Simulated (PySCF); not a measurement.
CsBr, SMILES [Br][Cs]. Coordinates come from a B3LYP-D3(BJ)/def2-TZVPD optimisation. The def2 effective core potentials stand for the cores of Cs; spin–orbit coupling is left out.

Calculation: PySCF with B3LYP-D3(BJ)/def2-TZVPD.

Harmonic wavenumbers (cm⁻¹): 140. Rotational constants (GHz): 1.024 (linear); symmetry number 1.

Q: Work out the zero-point energy and the ideal-gas rigid-rotor harmonic-oscillator thermochemistry at 298.15 K and 1 atm.

A: ZPE = ½ Σ hcν = ½ × 140 cm⁻¹ = 0.20 kcal/mol. H − E(el) = 2.69 kcal/mol. Entropy in cal/(mol K): translation 41.97, rotation 19.30, vibration 2.80, total 64.06. G − E(el) = -16.41 kcal/mol. Cp = 8.87 cal/(mol K). Modes under 150 cm⁻¹ make the vibrational entropy uncertain.
